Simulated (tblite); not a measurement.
Parent: `[NH2:1][Si@H:2]1[CH:3]=[CH:4][CH2:5][SiH2:6]1` with H–N1–Si2–C3 -66° and 71°, C3H9NSi2.

The geometries are computed with GFN2-xTB (gas phase). One conformer each, not checked by frequencies here.

```tsv
coordinate of the parent	value
N1–Si2	1.732 Å
Si2–C3	1.896 Å
C3=C4	1.329 Å
C4–C5	1.499 Å
C5–Si6	1.920 Å
Si2–Si6	2.300 Å
N1–Si2–C3	117.5°
N1–Si2–Si6	112.9°
C3–Si2–Si6	91.8°
Si2–C3–C4	118.5°
C3–C4–C5	124.1°
C4–C5–Si6	111.5°
Si2–Si6–C5	94.2°
```

**Question.** How does the shared frame change in `[CH2:1]=[CH:2][CH2:3][NH:4][Si@@H:5]1[CH:6]=[CH:7][CH2:8][SiH2:9]1` with C1–C2–C3–N4 0°, C2–C3–N4–Si5 85°, C3–N4–Si5–C6 174°, C6H13NSi2? Atoms pair as N1 = N4, Si2 = Si5, C3 = C6, C4 = C7, C5 = C8, Si6 = Si9 (parent first).

**Answer.** 
| parent | relative | value in the relative | change |
| --- | --- | --- | --- |
| N1–Si2 | N4–Si5 | 1.725 Å | -0.007 |
| Si2–C3 | Si5–C6 | 1.882 Å | -0.014 |
| C3=C4 | C6=C7 | 1.327 Å | -0.002 |
| C4–C5 | C7–C8 | 1.498 Å | -0.001 |
| C5–Si6 | C8–Si9 | 1.919 Å | -0.001 |
| Si2–Si6 | Si5–Si9 | 2.299 Å | -0.001 |
| N1–Si2–C3 | N4–Si5–C6 | 107.3° | -10.2 |
| N1–Si2–Si6 | N4–Si5–Si9 | 113.4° | +0.5 |
| C3–Si2–Si6 | C6–Si5–Si9 | 92.5° | +0.7 |
| Si2–C3–C4 | Si5–C6–C7 | 117.8° | -0.7 |
| C3–C4–C5 | C6–C7–C8 | 124.4° | +0.3 |
| C4–C5–Si6 | C7–C8–Si9 | 111.6° | +0.1 |
| Si2–Si6–C5 | Si5–Si9–C8 | 93.4° | -0.8 |

Of the parent's bonds, Si2–C3 changes most (-0.014 Å). Bonds of the relative outside the shared frame: C1=C2 1.319, C2–C3 1.503, C3–N4 1.438 Å. Point group C1 → C1.

**Question.** How does the shared frame change in `[CH3:1][CH:2]([CH3:3])[NH:4][Si@@H:5]1[CH:6]=[CH:7][CH2:8][SiH2:9]1` with C1–C2–N4–Si5 152°, C2–N4–Si5–C6 180°, N4–Si5–C6–C7 -132°, C6–C7–C8–Si9 7°, C7–C8–Si9–Si5 -8°, N4–Si5–Si9–C8 120°, C6H15NSi2? Atoms pair as N1 = N4, Si2 = Si5, C3 = C6, C4 = C7, C5 = C8, Si6 = Si9 (parent first).

**Answer.** 
```
    parent    relative  value in the relative  change
    N1–Si2      N4–Si5                1.722 Å  -0.010
    Si2–C3      Si5–C6                1.884 Å  -0.012
     C3=C4       C6=C7                1.327 Å  -0.002
     C4–C5       C7–C8                1.499 Å   0.000
    C5–Si6      C8–Si9                1.919 Å  -0.001
   Si2–Si6     Si5–Si9                2.313 Å  +0.013
 N1–Si2–C3   N4–Si5–C6                 107.4°   -10.1
N1–Si2–Si6  N4–Si5–Si9                 124.0°   +11.1
C3–Si2–Si6  C6–Si5–Si9                  91.8°     0.0
 Si2–C3–C4   Si5–C6–C7                 118.3°    -0.2
  C3–C4–C5    C6–C7–C8                 124.2°    +0.1
 C4–C5–Si6   C7–C8–Si9                 111.4°    -0.1
Si2–Si6–C5  Si5–Si9–C8                  93.4°    -0.8
```

Of the parent's bonds, Si2–C3 and Si2–Si6 change most and about equally (-0.012 to +0.013 Å). Bonds of the relative outside the shared frame: C1–C2 1.528, C2–C3 1.531, C2–N4 1.444 Å. Point group C1 → C1.

**Question.** How does the shared frame change in `[CH3:1][CH2:2][CH2:3][NH:4][Si@H:5]1[CH:6]=[CH:7][CH2:8][SiH2:9]1` with C1–C2–C3–N4 63°, C2–C3–N4–Si5 -145°, C3–N4–Si5–C6 176°, C6H15NSi2? Atoms pair as N1 = N4, Si2 = Si5, C3 = C6, C4 = C7, C5 = C8, Si6 = Si9 (parent first).

**Answer.** 
| parent | relative | value in the relative | change |
| --- | --- | --- | --- |
| N1–Si2 | N4–Si5 | 1.721 Å | -0.011 |
| Si2–C3 | Si5–C6 | 1.884 Å | -0.012 |
| C3=C4 | C6=C7 | 1.327 Å | -0.002 |
| C4–C5 | C7–C8 | 1.499 Å | 0.000 |
| C5–Si6 | C8–Si9 | 1.920 Å | 0.000 |
| Si2–Si6 | Si5–Si9 | 2.312 Å | +0.012 |
| N1–Si2–C3 | N4–Si5–C6 | 107.4° | -10.1 |
| N1–Si2–Si6 | N4–Si5–Si9 | 123.2° | +10.3 |
| C3–Si2–Si6 | C6–Si5–Si9 | 92.0° | +0.2 |
| Si2–C3–C4 | Si5–C6–C7 | 118.2° | -0.3 |
| C3–C4–C5 | C6–C7–C8 | 124.3° | +0.2 |
| C4–C5–Si6 | C7–C8–Si9 | 111.6° | +0.1 |
| Si2–Si6–C5 | Si5–Si9–C8 | 93.4° | -0.8 |

Of the parent's bonds, N1–Si2, Si2–C3 and Si2–Si6 change most and about equally (-0.012 to +0.012 Å). Bonds of the relative outside the shared frame: C1–C2 1.523, C2–C3 1.530, C3–N4 1.440 Å. Point group C1 → C1.

**Question.** How does the shared frame change in `[CH3:1][C:2](=[O:3])[NH:4][Si@H:5]1[CH:6]=[CH:7][CH2:8][SiH2:9]1` with C1–C2–N4–Si5 180°, C2–N4–Si5–C6 -172°, N4–Si5–C6–C7 126°, C6–C7–C8–Si9 -9°, C7–C8–Si9–Si5 11°, N4–Si5–Si9–C8 -118°, C5H11NOSi2? Atoms pair as N1 = N4, Si2 = Si5, C3 = C6, C4 = C7, C5 = C8, Si6 = Si9 (parent first).

**Answer.** 
| parent | relative | value in the relative | change |
| --- | --- | --- | --- |
| N1–Si2 | N4–Si5 | 1.770 Å | +0.038 |
| Si2–C3 | Si5–C6 | 1.888 Å | -0.008 |
| C3=C4 | C6=C7 | 1.328 Å | -0.001 |
| C4–C5 | C7–C8 | 1.498 Å | -0.001 |
| C5–Si6 | C8–Si9 | 1.925 Å | +0.005 |
| Si2–Si6 | Si5–Si9 | 2.300 Å | 0.000 |
| N1–Si2–C3 | N4–Si5–C6 | 105.0° | -12.5 |
| N1–Si2–Si6 | N4–Si5–Si9 | 116.8° | +3.9 |
| C3–Si2–Si6 | C6–Si5–Si9 | 92.6° | +0.8 |
| Si2–C3–C4 | Si5–C6–C7 | 117.5° | -1.0 |
| C3–C4–C5 | C6–C7–C8 | 124.0° | -0.1 |
| C4–C5–Si6 | C7–C8–Si9 | 111.7° | +0.2 |
| Si2–Si6–C5 | Si5–Si9–C8 | 92.8° | -1.4 |

Of the parent's bonds, N1–Si2 changes most (+0.038 Å). Bonds of the relative outside the shared frame: C1–C2 1.506, C2=O3 1.221, C2–N4 1.339 Å. Point group C1 → C1.
